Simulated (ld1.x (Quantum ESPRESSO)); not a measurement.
**Logarithmic derivatives: Ge, RRKJ**

```
Element                 : germanium (Ge)
Generator               : ld1.x (Quantum ESPRESSO) 7.5
Type                    : norm-conserving RRKJ (Kleinman–Bylander form)
Functional              : PBE
Relativity              : scalar-relativistic
Frozen core             : [Ar]
Valence charge          : 14
Reference configuration : 3d10 4s2 4p1 (charge +1)
Partial waves           : 4p (bound): rc 1.95 bohr; 3d (bound): rc 0.75 bohr; 4s (bound): rc 1.25 bohr
Local potential         : the s channel
Core correction         : none
```

The phase is arctan(r·u′/u) with u = r·R(r), unwrapped; energies in Ry, scanned from -5 to 5 Ry. A pole is an energy at which the radial function vanishes at the test radius. The pseudo phase is shifted by a multiple of π to meet the all-electron one at the reference energy, and phase errors are pseudo minus all-electron; the curves can meet again beyond the range given. Levels narrower than the energy grid can be missing from the lists of poles.

| channel | radius (bohr) | reference energy (Ry) | poles, all-electron | poles, pseudo | unbroken range about the reference energy with phases within 0.05 rad | phase error 1 Ry above the reference energy (rad) |
| --- | --- | --- | --- | --- | --- | --- |
| s | 2.15 | -1.46 | 0.65 | 0.52, 4.94 | below 1.7 | -0.005 |
| p | 2.15 | -0.83 | 2.08 | 2.27 | below 4.2 | +0.006 |
| d | 2.15 | -2.82 | -2.75, 4.54 | -2.75 | below -0.3 | +0.008 |

Note: ghost state, extra bound levels that the all-electron valence spectrum of the same l lacks: p at -49776.3 eV. A true bound ghost makes a file unfit for plane-wave use.

Phases in the p channel:

```csv
E (Ry),all-electron,pseudo
-5.00,1.321,1.321
-4.74,1.311,1.312
-4.48,1.299,1.300
-4.22,1.287,1.288
-3.96,1.272,1.273
-3.70,1.255,1.257
-3.44,1.235,1.237
-3.18,1.212,1.213
-2.92,1.183,1.185
-2.66,1.147,1.149
-2.40,1.101,1.103
-2.14,1.040,1.043
-1.88,0.957,0.959
-1.62,0.836,0.838
-1.36,0.651,0.653
-1.10,0.362,0.362
-0.84,-0.055,-0.055
-0.58,-0.504,-0.503
-0.32,-0.847,-0.844
-0.06,-1.069,-1.065
0.20,-1.213,-1.207
0.46,-1.311,-1.304
0.72,-1.381,-1.373
0.98,-1.435,-1.425
1.24,-1.477,-1.466
1.50,-1.511,-1.499
1.76,-1.540,-1.527
2.02,-1.566,-1.550
2.28,-1.588,-1.571
2.54,-1.609,-1.590
2.80,-1.629,-1.607
3.06,-1.648,-1.623
3.32,-1.667,-1.637
3.58,-1.686,-1.652
3.84,-1.705,-1.666
4.10,-1.726,-1.680
4.36,-1.749,-1.694
4.62,-1.774,-1.709
4.88,-1.803,-1.724
```
